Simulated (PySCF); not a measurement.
Species: C₇H₆BN.
Numbering: `[N:1]#[C:2][B:3]1[CH:4]=[CH:5][CH:6]=[CH:7][CH:8]=[CH:9]1` (hydrogens: H10 on C4; H11 on C5; H12 on C6; H13 on C7; H14 on C8; H15 on C9)

A GFN2-xTB structure was refined with PySCF, PBE0-D3(BJ)/def2-SVP geometry optimisation, gas phase. Its GFN2-xTB values:

| coordinate | GFN2-xTB |
| --- | --- |
| N1≡C2 | 1.149 Å |
| C2–B3 | 1.529 Å |
| B3–C4 | 1.523 Å |
| C4=C5 | 1.364 Å |
| C4–H10 | 1.086 Å |
| C5–C6 | 1.412 Å |
| C5–H11 | 1.086 Å |
| C6=C7 | 1.368 Å |
| C6–H12 | 1.085 Å |
| N1–C2–B3 | 179.8° |
| C2–B3–C4 | 117.4° |
| B3–C4–C5 | 128.2° |
| C4–B3–C9 | 125.1° |
| C4–C5–C6 | 128.7° |
| C5–C6–C7 | 130.7° |

Question: How do these coordinates change at the PBE0-D3(BJ)/def2-SVP level?

Answer: 
| coordinate | PBE0-D3(BJ)/def2-SVP (Å or °) | change |
| --- | --- | --- |
| C2–B3 | 1.557 | +0.028 |
| N1≡C2 | 1.161 | +0.012 |
| C4=C5 | 1.375 | +0.011 |
| C5–H11 | 1.097 | +0.011 |
| C4–H10 | 1.096 | +0.010 |
| C6–H12 | 1.095 | +0.010 |
| C6=C7 | 1.376 | +0.008 |
| C5–C6 | 1.419 | +0.007 |
| B3–C4 | 1.523 | 0.000 |
| C4–C5–C6 | 129.3 | +0.6 |
| C5–C6–C7 | 130.2 | -0.5 |
| B3–C4–C5 | 128.0 | -0.2 |
| N1–C2–B3 | 180.0 | +0.2 |
| C4–B3–C9 | 125.2 | +0.1 |
| C2–B3–C4 | 117.4 | 0.0 |

The energy falls by 4.1 kJ/mol over 5 energy and gradient evaluations, the largest force component goes from 0.0298 to 6.0e-05 Eh/bohr, and the atoms move by 0.020 Å rms after alignment. The bond that changes most is C2–B3 (cyano carbon to ring boron), which lengthens by 0.028 Å. Bonds longer at the end by more than 0.005 Å: 13 of 15; shorter: 0. Rotational constants go from 3519, 1162, 873.4 to 3508, 1138, 859.3 MHz.

The run used 156 basis functions and 33 SCF cycles in all.

Not checked by PBE0-D3(BJ)/def2-SVP frequencies.
